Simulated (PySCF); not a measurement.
An excited-state job on `CS[SiH2]P`.

Method: TDDFT CAM-B3LYP/def2-SVPD, vertical, gas phase, core orbitals frozen in the response (PySCF 2.14.0, density-fitted response routines). Geometry: GFN2-xTB. The input is one job of a driver script: a line of settings, then coordinates in Å.

Command:
```bash
OMP_NUM_THREADS=1 python probes_run.py task.json out
```

Input:
```
{"job": {"kind": "uv", "xc": "CAM-B3LYP", "basis": "def2-SVPD", "nstates": 8, "ntriplets": 3}, "charge": 0, "multiplicity": 1}
C     -2.255246    -0.104256     0.077255
S     -0.834797     0.793632     0.772200
Si     0.749963    -0.240103    -0.228943
P      2.686423     0.489823     0.599790
H     -2.269440     0.008543    -1.001412
H     -2.190116    -1.152545     0.347989
H     -3.145914     0.338197     0.510134
H      0.617957    -1.668173     0.067043
H      0.553972    -0.049635    -1.671390
H      3.424012    -0.117891    -0.399414
H      2.668612     1.705079    -0.059297
```

Question: Give the output.

Answer: 
```
coarse grid: 10304 points
cycle   1  E = -1070.8778270883  dE =  1.046e-01  |g| = 2.403e-01  |ddm| = 3.698e+00
cycle   2  E = -1070.8900554271  dE = -1.223e-02  |g| = 1.799e-01  |ddm| = 7.648e-01
cycle   3  E = -1070.9005675717  dE = -1.051e-02  |g| = 2.469e-02  |ddm| = 3.472e-01
cycle   4  E = -1070.9008028377  dE = -2.353e-04  |g| = 6.497e-03  |ddm| = 6.330e-02
cycle   5  E = -1070.9008189494  dE = -1.611e-05  |g| = 1.569e-03  |ddm| = 1.697e-02
cycle   6  E = -1070.9008198866  dE = -9.372e-07  |g| = 6.531e-04  |ddm| = 3.585e-03
final grid: 84416 points
cycle   7  E = -1071.0184695144  dE = -1.032e-05  |g| = 2.391e-03  |ddm| = 2.512e-02
cycle   8  E = -1071.0184696601  dE = -1.458e-07  |g| = 2.333e-03  |ddm| = 6.754e-03
cycle   9  E = -1071.0184710430  dE = -1.383e-06  |g| = 1.480e-04  |ddm| = 2.880e-03
cycle  10  E = -1071.0184710508  dE = -7.757e-09  |g| = 6.081e-05  |ddm| = 4.286e-04
cycle  11  E = -1071.0184710523  dE = -1.508e-09  |g| = 8.268e-06  |ddm| = 1.381e-04
cycle  12  E = -1071.0184710523  dE = -4.252e-11  |g| = 2.910e-06  |ddm| = 2.722e-05
converged SCF energy = -1071.0184710523

Static polarisability (au): isotropic 88.710, principal 71.678 80.667 113.784

Singlet excitations
state   eV       nm        f      main configurations
  1   5.5521    223.3   0.00198   H->L 0.82
  2   5.9921    206.9   0.01112   H->L+2 0.49, H->L+1 0.43
  3   6.4902    191.0   0.00183   H->L+1 0.52, H->L+2 0.39
  4   6.5873    188.2   0.00805   H-1->L+2 0.62, H-1->L+1 0.13, H-1->L+3 0.12
  5   6.6748    185.7   0.00364   H->L+3 0.73, H->L+5 0.09
  6   6.7803    182.9   0.04190   H-1->L 0.72, H-1->L+1 0.15
  7   7.1459    173.5   0.25336   H-1->L+1 0.38, H-1->L+3 0.18, H-1->L+2 0.15
  8   7.2073    172.0   0.02595   H->L+5 0.61, H->L+4 0.19, H->L+3 0.10

Triplet excitations (Tamm-Dancoff, eV): 5.1891 5.5913 5.8091
```

The SCF starts on a coarse grid where the log names one; the energy can jump when the final grid takes over, and dE then counts from the start density on the new grid. H and L stand for HOMO and LUMO; the number after each pair is its weight.

Question: Give S1 in cm⁻¹ and kJ/mol.

Answer: 5.5521 eV × 8065.54 = 44781 cm⁻¹; × 96.485 = 535.7 kJ/mol.

Question: Which computed singlet has the largest oscillator strength, and what do all of them sum to?

Answer: State 7 at 7.15 eV (174 nm), f = 0.253; the 8 states sum to 0.348.

Summary of the converged run: HOMO -8.17 eV, LUMO 0.80 eV; lowest singlet 5.55 eV; lowest triplet 5.19 eV (Tamm–Dancoff); mean polarisability 88.7 au.

Question: Estimate the wall time. Hardware: one thread of an Arm Neoverse V2, shared host. And the peak memory of the process?

Answer: About 13 s, with 0.68 GiB resident at the peak, the Python interpreter and its libraries included.

One conformer stands for the species.
Labels such as C1 count atoms from 1, the log's own numbers from 0.
